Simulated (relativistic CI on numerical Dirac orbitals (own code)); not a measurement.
**One change at a time: Er⁶⁶⁺**

Base calculation: Dirac-Coulomb-Breit CI, KLI orbitals optimised for each configuration, QED by a radiative potential, unscaled Slater integrals.

Configurations in the expansion: 1s2, 1s 2s, 1s 2p, 1s 3s, 1s 3p, 1s 3d, 1s 4s, 1s 4p, 1s 4d, 1s 4f, 1s 5s, 1s 5p, 1s 5d, 1s 5f, 1s 5g, 1s 6s, 1s 6p, 1s 6d, 2s2. Levels of other configurations are missing.

Variants: (1) P86 correlation estimate; (2) one mean potential for all configurations. Shifts of the energy above 1s2 1S_0, in eV, for the lowest level and the first level of each name with at least 55 % of one term (blank where a level changes its place among those of its configuration and J or its character, or is not in the variant):

```tsv
Level	Base	Δ(1)	Δ(2)
1s2 1S_0	0.0	0.0	0.0
1s 2s 3S_1	49125.3	+2.1	-1.4
1s 2p 3P°_1	49228.8	+1.9	-1.5
1s 2s 1S_0	49253.9	+2.1	-0.3
1s 2p 3P°_0	49254.8	+1.9	-1.6
1s 2p 3P°_2	50304.9	+1.9	-1.4
1s 2p 1P°_1	50350.5	+1.9	-1.3
1s 3s 3S_1	58559.9	+2.6	-1.3
1s 3p 3P°_1	58587.7	+2.6	-1.4
1s 3s 1S_0	58594.2	+2.6	-1.1
1s 3p 3P°_0	58594.6	+2.6	-1.5
1s 3p 3P°_2	58908.0	+2.6	-1.3
1s 3d 3D_2	58917.5	+2.7	-1.3
1s 3d 3D_1	58920.7	+2.7	-1.3
```

At this charge energies of transitions that change n are usually good to better than 1 %, and those within a shell (Δn = 0) to a few per cent.

Ionisation energy from the two ground configurations alone: base 65844.5 eV. The NIST ASD value (theoretical) is 65848.2 eV.

LS names give the leading component of a level, which can be under half, so a name can repeat, a term be missing and a line seem to break the LS rules.
